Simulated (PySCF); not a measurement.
boron oxyfluoride (BFO), SMILES O=BF. The structure is a stationary point at PBE0-D3(BJ)/def2-TZVP.

TDA-B3LYP/def2-TZVPD (PySCF) puts the lowest singlet excitations at 7.72, 7.72, 9.02, 9.19, 9.19, 9.53 eV and the lowest triplet (TDA) at 7.29 eV.

Task: What are the lowest singlet roots from PySCF 2.14.0 with EOM-CCSD/aug-cc-pVDZ? (The exact figures need the calculation; the answer reports its results.)

Result: 8.20, 8.20, 9.58, 9.67, 9.67, 10.36 eV; triplets 7.80, 7.80, 8.26 eV. S1 differs by 0.48 eV (second minus first; roots are paired by order, and the bases may differ).
